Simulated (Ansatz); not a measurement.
The cluster CdCl2⁺ was relaxed with r2SCAN-D4 (def2-TZVP) in Ansatz in these states: charge +1 doublet, charge +1 quartet. The geometries follow in no particular order.

In the def2 sets Cd takes a core potential; there is no spin–orbit coupling.

A:

Cartesian coordinates in Å:
```
Cd 0.000 0.001 0.001
Cl 2.238 0.413 0.284
Cl -2.238 -0.413 -0.285
```

B:

```xyz
3

Cd    0.008   -0.096    0.071
Cl    1.731   -1.241   -1.981
Cl   -1.739    1.338    1.910
```

Problem. Judge from the bond lengths which geometry belongs to which state (an estimate).

Solution. A is the charge +1 doublet (Cd1–Cl2 2.294 Å, Cd1–Cl3 2.294 Å); B is the charge +1 quartet (Cd1–Cl2 2.913 Å, Cd1–Cl3 2.913 Å).

At PBE0-D4/def2-TZVP a doublet lies 2.75 eV below the charge +1 quartet. These are the stationary points nearest to one start from a short search; other shapes may lie lower in each state.
